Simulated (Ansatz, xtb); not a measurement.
Ranking isomers of CH4O2Se

7 gas-phase structures of CH4O2Se, found in a search over its isomers (lower ones may exist). Each was relaxed with GFN2-xTB; where two conformers were screened, the lower at r2SCAN-D4/def2-SVP is listed:

A. `C[Se@](=O)O`, a singlet
B. `OC(O)[SeH]`, a singlet
C. `O=[SeH]CO`, a singlet
D. `CO[Se]O`, a singlet
E. `OCO[SeH]`, a singlet
F. `CO[SeH]=O`, a singlet
G. `OC[Se]O`, a singlet

Q: Make a reasoned guess at their ranking by r2SCAN-D4/def2-SVP single-point energy.

A: Calculated order at r2SCAN-D4/def2-SVP: B (0.000), G (0.732), E (0.785), D (1.152), A (1.432), C (1.994), F (2.374) eV.

Energies above the lowest of each column, in eV; the last columns are at B3LYP-D3(BJ)/def2-SVP geometries and were run for some of them only (a dash: not run or not comparable):

| structure | GFN2-xTB | HF/STO-3G | r2SCAN-D4/def2-SVP | B3LYP-D3(BJ)/def2-SVP | CCSD(T)/def2-TZVP |
| --- | --- | --- | --- | --- | --- |
| B | 0.000 | 0.000 | 0.000 | 0.000 | 0.000 |
| G | 0.274 | 0.373 | 0.732 | 0.677 | 0.527 |
| E | 0.221 | 0.181 | 0.785 | 0.727 | 0.666 |
| D | 0.242 | 0.640 | 1.152 | – | – |
| A | 0.483 | 4.471 | 1.432 | – | – |
| C | 1.099 | 4.845 | 1.994 | – | – |
| F | 0.948 | 5.284 | 2.374 | – | – |

Every level run on B puts it lowest or level with the lowest. Some further structures that were screened fall inside this span and aren't listed. Flexible structures stand in one conformer each, not always the lowest. Frequencies (B3LYP-D3(BJ)/def2-SVP) were run for B, E, G alone.

Over these structures GFN2-xTB departs from r2SCAN-D4/def2-SVP by 0.345 eV on average once a common shift is removed. A GFN2-xTB relaxation took about 0.078 s and the r2SCAN-D4/def2-SVP energy about 1.6 s on a shared host (Ansatz 0.2.0, xtb 6.7.1).
